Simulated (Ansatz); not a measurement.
B4P4H14, a cluster cut from wurtzite BP (hydrogen-capped). The state is a singlet with charge 0. Geometry PBE-D4/def2-SVP; atoms count from 1.

```xyz
22

B     1.8933    0.2249    1.0163
P     1.6171   -1.1461   -0.3679
B    -1.2696   -0.0486    1.7473
P     0.1651    1.1486    1.1436
P    -1.4172   -1.3972    0.3221
B    -0.1708   -1.1880   -1.1829
B    -0.2997    2.0743   -0.5247
P    -0.4748    0.6340   -1.8538
H     2.1628   -0.3549    2.0597
H     2.7674    0.9809    0.6134
H     1.8910   -2.4759    0.0775
H     2.5534   -1.0719   -1.4446
H    -0.9523   -0.6338    2.7743
H    -2.3403    0.5411    1.8077
H     0.3095    2.1543    2.1449
H    -1.2720   -2.7409    0.7860
H    -2.7254   -1.4945   -0.2442
H    -0.2943   -2.0473   -2.0383
H     0.6106    2.8050   -0.8923
H    -1.3893    2.6244   -0.4345
H     0.3751    0.7951   -2.9912
H    -1.7395    0.6166   -2.5185
```

Q: Estimate the Mulliken populations from the PBE0/def2-TZVP orbitals of Ansatz.

A: 
```csv
atom,charge (e)
B1,-0.29
P2,0.01
B3,-0.29
P4,0.11
P5,0.01
B6,-0.07
B7,-0.29
P8,0.01
H9,0.02
H10,0.02
H11,0.09
H12,0.09
H13,0.02
H14,0.02
H15,0.06
H16,0.09
H17,0.09
H18,0.06
H19,0.02
H20,0.02
H21,0.09
H22,0.09
```
Mulliken values depend strongly on the basis.

Q: And the Mayer bond orders between heavy atoms (over 0.3)?

A: B1–P2 0.87 (1.97 Å); B1–P4 0.92 (1.96 Å); P2–B6 0.87 (1.97 Å); B3–P4 0.92 (1.96 Å); B3–P5 0.87 (1.97 Å); P4–B7 0.92 (1.96 Å); P5–B6 0.87 (1.97 Å); B6–P8 0.87 (1.97 Å); B7–P8 0.87 (1.97 Å).
